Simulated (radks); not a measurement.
Values are calculated unless marked as measured or tabulated.
Radial electron density D(r) = 4 pi r^2 rho(r) of an atom or ion with 1 electrons. Code: a radial shooting solver on a logarithmic mesh with Libxc functionals. Model: scalar-relativistic Kohn-Sham, exchange-only LDA, spin-polarised, spherical densities, point nucleus.

```
   r/bohr * D(r) (the largest magnitude, 0.407, reaches the edge; | marks zero)
  0.05008 |*
  0.06367 | *
  0.08159 | *
   0.1037 |   *
   0.1319 |     *
    0.169 |        *
   0.2148 |            *
   0.2731 |                 *
   0.3499 |                         *
   0.4448 |                                 *
   0.5655 |                                          *
   0.7247 |                                                  *
   0.9212 |                                                      *
    1.181 |                                                    *
    1.501 |                                            *
    1.908 |                               *
    2.445 |                 *
    3.108 |       *
    3.951 |   *
    5.063 |  *
    6.436 |   *
    8.182 |   *
    10.49 |  *
    13.33 |*
    16.94 *
    21.71 *
```

What is the nuclear charge?

Answer. Z = 1. The innermost maximum, from 1s, lies near gamma/Z bohr with gamma = sqrt(1 - (Z/c)^2) = 1.000, here 1 bohr (found: 0.982), and its height grows with Z. The density is that of neutral hydrogen in 1s0.75 2s0.25; the configuration itself is not fixed sharply by these data. D(r) has 2 maxima, at r = 0.982, 7.61 bohr, and minima at 4.79 bohr, inside which lie 0.77 electrons.
